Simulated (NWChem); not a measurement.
SiHF$_{3}$; SMILES F[SiH](F)F

```xyz
5

Si     0.0000     0.0000     0.3275
F      1.4431    -0.3847    -0.2431
F     -1.0547    -1.0574    -0.2431
F     -0.3884     1.4421    -0.2431
H      0.0000     0.0000     1.7936
```
Atoms are numbered in this order, from 1.

All runs: NWChem. Geometry optimised at PBE0/def2-SVP; all other runs use it. 

```csv
quantity,level,value
"vertical ionisation energy, ΔSCF (eV)",PBE0/def2-SVP,14.05
"vertical, lowest state with f > 0.02, singlet (eV)","PBE0/def2-SVPD, TDA",[?]
"isotropic polarisability (bohr³), static",PBE0/def2-SVPD,[?]
cavity-dispersion-structure term (kcal/mol) in n-hexane,"PBE0/def2-SVP, SMD",0.2
dipole (D),PBE0/def2-SVP,1.49
highest harmonic frequency (cm⁻¹),PBE0/def2-SVP,[?]
```

Task: What belongs in the gaps?

Result: 
- vertical, lowest state with f > 0.02, singlet (eV), value: 10.64
- isotropic polarisability (bohr³), static, value: 24.4
- highest harmonic frequency (cm⁻¹), value: 2392
